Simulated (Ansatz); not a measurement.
Relaxation of Al2Cl2H4O (9 atoms, charge 0, multiplicity 1), to a largest force component of 0.03 eV/Å in at most 50 steps.

These are results of RKS PBE0/def2-SVP (Ansatz), not measurements.

```xyz
9
Properties=species:S:1:pos:R:3
Al 0.190 0.378 -0.116
H -0.238 0.140 1.370
Cl 2.039 1.205 -0.656
Cl -1.214 -0.019 -1.640
O 0.167 -2.429 0.825
Al -0.924 -3.575 0.128
H -0.246 -4.587 -0.879
H -2.442 -3.599 0.582
H -0.104 -1.724 1.457
```

Problem. Where does it end, and by what steps?

Solution. It converged. The force dipped under the threshold on the way, but the program's further checks kept it going. After 26 steps the energy has fallen by 1.923 eV; H9 moved furthest, 1.02 Å. Joined: Al1–O5 (2.96 → 1.85 Å), Cl4–Al6 (3.98 → 2.34 Å).

```csv
step,energy less start (eV),largest force component (eV/Å),accepted
0,0.0000,1.145,yes
1,-0.1601,1.460,yes
2,-0.4781,2.145,yes
3,-0.8598,1.317,yes
4,-1.1176,1.312,yes
5,-1.4270,0.796,yes
6,-1.7258,0.423,yes
7,-1.7581,1.094,yes
8,-1.8410,0.494,yes
9,-1.8860,0.216,yes
10,-1.8958,0.158,yes
11,-1.9040,0.222,yes
12,-1.9097,0.074,yes
13,-1.9125,0.074,yes
14,-1.8489,1.817,no
15,-1.9131,0.120,yes
16,-1.9154,0.041,yes
17,-1.9182,0.146,yes
18,-1.9206,0.017,yes
19,-1.9156,0.587,no
20,-1.9212,0.038,yes
21,-1.9215,0.207,yes
22,-1.9229,0.009,yes
23,-1.9231,0.014,yes
24,-1.9231,0.049,yes
25,-1.9232,0.035,yes
26,-1.9233,0.005,yes
```

```xyz
9
Properties=species:S:1:pos:R:3
Al 0.027 -0.139 0.264
H -0.752 0.900 1.144
Cl 1.965 0.297 -0.453
Cl -1.313 -0.962 -1.411
O 0.033 -1.875 0.906
Al -1.019 -2.949 -0.213
H -0.095 -3.947 -1.020
H -2.404 -3.311 0.456
H 0.786 -2.223 1.399
```

Whether the end is a true minimum wasn't checked by a vibrational analysis.

The run took 84 s on 2 threads of Arm Neoverse V2, on a shared host, peak memory 0.2 GiB.
